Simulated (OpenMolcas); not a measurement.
**Multiconfigurational calculation on Zn II**

Input:

```
&GATEWAY
Coord
1

Zn 0.0 0.0 0.0
Basis=ANO-L-VQZP
Group=XYZ
NoMove
AngMom=0.0 0.0 0.0
AMFI
&SEWARD
&RASSCF
FileOrb=start.orb
Symmetry=1
Spin=2
nActEl=1 0 0
Inactive=8 6
Ras2=1 3
CIRoot=1 1 1
SDav=1
CIMx=300
Iter=120 100
PrWF=0.3
OrbListing=Nothing
MaxOrb=0
Atom
>>> COPY $Project.JobIph JOBPRE
&RASSCF
FileOrb=start.orb
Symmetry=1
Spin=2
nActEl=1 0 1
Inactive=8 6
Ras2=1 3
Ras3=5 0
CIRoot=1 1 1
SDav=6
CIMx=300
Iter=120 100
PrWF=0.3
OrbListing=Nothing
MaxOrb=0
Thrs=2.0e-7 1.0e-1 5.0e-4
Atom
>>> COPY $Project.JobIph JOB001
&RASSCF
FileOrb=start.orb
Symmetry=2
Spin=2
nActEl=1 0 1
Inactive=8 6
Ras2=1 3
Ras3=5 0
CIRoot=3 3 1
SDav=3
CIMx=300
Iter=120 100
PrWF=0.3
OrbListing=Nothing
MaxOrb=0
Thrs=2.0e-7 1.0e-1 5.0e-4
Atom
>>> COPY $Project.JobIph JOB002
&RASSI
NrOfJobIphs=2 1 3
1
1 2 3
IphNames
JOB001
JOB002
EJob
SpinOrbit
DIPRint=1.0
SOCoupling=1000.0
Subsets=2
MEES
Property=10
'ANGMOM' 1 'ANGMOM' 2 'ANGMOM' 3 'MLTPL  1' 1 'MLTPL  1' 2 'MLTPL  1' 3
'AMFI' 1 'AMFI' 2 'AMFI' 3 'MLTPL  2' 6
SOProperty=3
'ANGMOM' 1 'ANGMOM' 2 'ANGMOM' 3
```

Launched by
```bash
OMP_NUM_THREADS=1 MOLCAS_MEM=2252 MOLCAS_PROJECT=a pymolcas a.inp > a.log  # once for each step of the input, in one work folder
```

A driver script runs the steps one by one and writes start.orb anew before each from the orbitals found so far.

Output, cut to the results:

```
--- SEWARD ---
Basis set label: ZN.ANO-L...7S6P4D3F2G.

      Electronic valence basis set:
      ------------------
      Associated Effective Charge  30.000000 au
      Associated Actual Charge     30.000000 au
      Nuclear Model: Point charge

      Shell  nPrim  nBasis  Cartesian Spherical Contaminant
         s      21       7        X
         p      15       6        X
         d      10       4                 X
         f       6       3                 X
         g       4       2                 X
                  Atomic mean-field integrals
--- RASSCF ---
Wave function specifications:
      -----------------------------

      Number of closed shell electrons          28
      Number of electrons in active shells       1
      Max number of holes in RAS1 space          0
      Max nr of electrons in RAS3 space          1
      Number of inactive orbitals               14
      Number of active orbitals                  9
      Number of secondary orbitals              61
      Spin quantum number                      0.5
      State symmetry                             1
Orbital specifications:
      -----------------------

      Symmetry species                           1   2
                                                ag  au
      Frozen orbitals                            0   0
      Inactive orbitals                          8   6
      Active orbitals                            6   3
      RAS1 orbitals                              0   0
      RAS2 orbitals                              1   3
      RAS3 orbitals                              5   0
      Secondary orbitals                        31  30
      Deleted orbitals                           0   0
      Number of basis functions                 45  39
      Number of CSFs                             6
      Number of root(s) required                 1
      Iter CI   SX   CI       RASSCF       Energy    max ROT     max BLB   max BLB  Level Ln srch  Step   QN
          iter iter root      energy       change     param      element    value   shift minimum  type update
 Nr of preliminary CI iterations:   1
 ###############################################################################
 ###############################################################################
 ###                                                                         ###
 ###                                                                         ###
 ###    WARNING: Problems in orbital optimization.                           ###
 ###                                                                         ###
 ###                                                                         ###
 ###############################################################################
 ###############################################################################
  Warning: In symmetry  1, orbital p=  10 has diagonal density matrix element D(p,p) close to zero. D(p,p)=  2.803960E-31
  Warning: In symmetry  1, orbital p=  11 has diagonal density matrix element D(p,p) close to zero. D(p,p)=  5.339111E-30
        ...
  Warning: In symmetry  2, orbital p=   7 has diagonal density matrix element D(p,p) close to zero. D(p,p)=  0.000000E+00
  Warning: In symmetry  2, orbital p=   8 has diagonal density matrix element D(p,p) close to zero. D(p,p)=  0.000000E+00
  Warning: In symmetry  2, orbital p=   9 has diagonal density matrix element D(p,p) close to zero. D(p,p)=  0.000000E+00
        4   1    1    1  -777.56662549   -4.55E-13   0.00E+00    7  23 1  3.42E-08   0.50   0.00    SX    NO
      Convergence after  4 iterations
        5   1    1    1  -777.56662549    2.27E-13   0.00E+00    7  23 1  3.42E-08   0.50   0.00    SX    NO
      Natural orbitals and occupation numbers for root  1
      sym 1:   1.000000   0.000000   0.000000   0.000000   0.000000   0.000000
      sym 2:   0.000000   0.000000   0.000000
::    RASSCF root number  1 Total energy:  -1777.56662549
--- RASSCF ---
Wave function specifications:
      -----------------------------

      Number of closed shell electrons          28
      Number of electrons in active shells       1
      Max number of holes in RAS1 space          0
      Max nr of electrons in RAS3 space          1
      Number of inactive orbitals               14
      Number of active orbitals                  9
      Number of secondary orbitals              61
      Spin quantum number                      0.5
...
--- RASSI ---
SPIN-FREE ENERGIES:
  (Shifted by EMIN (a.u.) =      -1777.5666254852)

 SF State       Relative EMIN(au)   Rel lowest level(eV)    D:o, cm**(-1)      L_eff

     1             0.0000000000        0.0000000000              0.0000         0.0
     2             0.1999867794        5.4419174986          43892.0247         1.0
     3             0.1999867794        5.4419174986          43892.0247         1.0
     4             0.1999867794        5.4419174986          43892.0247         1.0
     Dipole printing threshold changed to   1.00000000E+00

++ Dipole transition strengths (spin-free states):
   -----------------------------------------------
     for osc. strength at least  1.00000000E+00

  ( Max oscillator strength is only   0.33097131999748830      )
--
Eigenvalues of complex Hamiltonian:
   -----------------------------------
  (Shifted by EMIN (a.u.) =      -1777.5666254852)

 SO State       Relative EMIN(au)   Rel lowest level(eV)    D:o, cm**(-1)     J-value

     1             0.0000000000        0.0000000000              0.0000         0.4
     2             0.0000000000        0.0000000000              0.0000         0.4
     3             0.1979518559        5.3865444080          43445.4106         0.4
     4             0.1979518559        5.3865444080          43445.4106         0.4
     5             0.2010042412        5.4696040439          44115.3317         1.0
     6             0.2010042412        5.4696040439          44115.3317         1.0
     7             0.2010042412        5.4696040439          44115.3317         1.3
     8             0.2010042412        5.4696040439          44115.3317         1.3
Weights of the five most important spin-orbit-free states for each spin-orbit state.

 SO State  Total energy (au)           Spin-free states, spin, and weights
 -------------------------------------------------------------------------------------------------------
...
```

The J values that RASSI prints are effective ones from its own formula and need not be integers or half-integers; the table below assigns J from the states.

Levels above the lowest, from the spin-orbit matrix, grouped by J:

| Configuration | Term | J | E (eV) | Measured (eV) | g | Term weight % |
| --- | --- | --- | --- | --- | --- | --- |
| 4s | ²S | 1/2 | 0.0000 | 0.0000 | 2.002 | 100 |
| 4p | ²P° | 1/2 | 5.3865 | 6.0109 | 0.666 | 100 |
| 4p | ²P° | 3/2 | 5.4696 | 6.1192 | 1.334 | 100 |

Against the 2 measured excited levels shown (NIST Handbook of Basic Atomic Spectroscopic Data) the mean absolute deviation is 5100 cm-1; the largest miss in energy is 4p ²P°_3/2: computed 5.4696, measured 6.1192 eV (-10.6 %).

With one active electron outside closed inactive shells, the extra shells (4d) add no correlation to the reference. With one active electron the reference holds no correlation, so core polarisation is missing. Computed and measured levels are paired by configuration, term and J; levels that our copy of the source lacks, or whose pairing is in doubt (as where it misses far off the trend of its configuration), stay unpaired and out of the deviations. Levels of configurations outside the active space are missing. The first state left out of the spin-orbit step lies near 490000 cm-1 above the lowest spin-free state of the reference (among the parities and spins computed), and the list stops at four fifths of that energy or lower.

The RASSCF and RASSI steps took 22 s on 1 thread of AMD EPYC 7R43 64-Core Processor (Zen 3) (shared host); the integral step is not counted.

The term weight is that of the spin-free term in the level, not the purity of its configuration. ° marks odd parity.
